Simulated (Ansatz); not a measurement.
Consider the atomization: `C=C([SiH3])OC` → 3 C• + 8 H• + O• + Si•.

Computed with Ansatz on PBE0-D4/def2-TZVP structures; ΔE is electronic, products minus reactants. CCSD(T)/CBS is the MP2 limit (def2-TZVPP, def2-QZVPP) plus CCSD(T) − MP2 in def2-TZVPP, frozen cores. This one scheme is used for every species, atoms too. Functionals use def2-TZVPP. B3LYP here is the variant with VWN-RPA as its local correlation; programs differ in this. No spin–orbit coupling; open shells (•) take unrestricted orbitals. Spin–orbit coupling would lower the free atoms: a little for C, O, Si. Each species was taken in one conformer, which may not be the lowest.

(1) What is ΔE at CCSD(T)/CBS? (Estimate.)

(2) What do these levels give: B3LYP-D4, ωB97M-V, r2SCAN, B3LYP, HF/def2-TZVPP, HF/CBS(def2)? (Best estimate.)

Largest T1 diagnostic among the species: 0.013.

Results:

(1) The calculation gave: +1161.7 kcal/mol.

(2) Ansatz gave: B3LYP-D4 1163.5, ωB97M-V 1164.7, r2SCAN 1163.1, B3LYP 1153.8, HF/def2-TZVPP 853.8, HF/CBS(def2) 855.6 kcal/mol.

In def2-TZVPP, CCSD(T) changes the Hartree–Fock value by +279.8 kcal/mol (the triples alone add +16.5 kcal/mol) and MP2 by +292.7 kcal/mol; breaking electron pairs costs correlation energy, which Hartree–Fock lacks. From PBE to PBE0 (25 % exact exchange), in def2-TZVPP and without D4, ΔE moves by −18.4 kcal/mol: exact exchange takes away binding that semilocal exchange gives to molecules. The D4 term adds +9.7 kcal/mol with B3LYP and +5.1 kcal/mol with PBE0; it sums over pairs of atoms, weighted by their polarisabilities, and B3LYP, whose exchange is more repulsive, gets the larger term.

For atomizations the MP2-based limit and the directly extrapolated one differ by several kJ/mol either way, and by 10 to 25 for some Ge, Se and Sn compounds, so smaller differences from it don't rank the levels.
